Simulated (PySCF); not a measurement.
# Si3O2F6

The system: Si3O2F6, a silylene (divalent Si1, bonded to 2 O); neutral, triplet. The structure, one conformer, was relaxed in the gas phase by PBE0-D3(BJ)/def2-SVP. No frequency run checks that it is a minimum.

This triplet is an excited state: in a silylene with lone-pair donors on the centre (O, O) the singlet is known to lie well below it (the gap isn't computed here), so the molecule in its ground state shows no EPR spectrum.

SMILES: F[Si](F)(F)O[Si]O[Si](F)(F)F

```tsv
atom	x (Å)	y (Å)	z (Å)
Si1	2.050	0.085	0.581
O2	1.334	-1.319	0.044
Si3	0.070	-2.014	-0.682
F4	0.171	-3.594	-0.535
F5	-1.285	-1.518	-0.004
F6	0.021	-1.647	-2.229
O7	1.050	1.417	0.632
Si8	-0.458	1.992	0.572
F9	-1.211	1.416	-0.711
F10	-0.420	3.579	0.480
F11	-1.290	1.576	1.863
```

EPR values by unrestricted B3LYP, IGLO-III on F O Si.

**Question.** Predict g and the largest hyperfine couplings. Where does the spin sit?

**Answer.** g = 1.9988, 1.9998, 2.0015. The zero-field splitting dominates the spectrum: D = -0.17 cm⁻¹, |E| = 0.017 cm⁻¹ (spin-spin and spin-orbit parts, DFT, rough). The spin sits on Si1 (93 %, bonded to 2 O) by Mulliken populations.
| atom | isotope | isotropic (MHz) | dipolar, principal values (MHz) |
| --- | --- | --- | --- |
| Si1 | 29Si | -1059.6 | -84.4, 8.5, 75.9 |
| O2 | 17O | -64.5 | -6.8, -3.7, 10.5 |
| O7 | 17O | -64.5 | -6.8, -3.7, 10.5 |
| Si8 | 29Si | -18.5 | -2.4, 0.5, 1.9 |
| Si3 | 29Si | -18.5 | -2.4, 0.5, 1.9 |
| F6 | 19F | 5.0 | -3.4, -2.9, 6.3 |

**Question.** How do the isotropic couplings move with BHandHLYP?

**Answer.** Si1 -1059.6 to -1091.5 MHz, O2 -64.5 to -68.4 MHz, O7 -64.5 to -68.4 MHz, Si8 -18.5 to -16.0 MHz.

The 2 runs behind this took 16 min in all, one thread each of Arm Neoverse V2 on a shared host, launched as `OMP_NUM_THREADS=1 python cluster_run.py task.json out`.
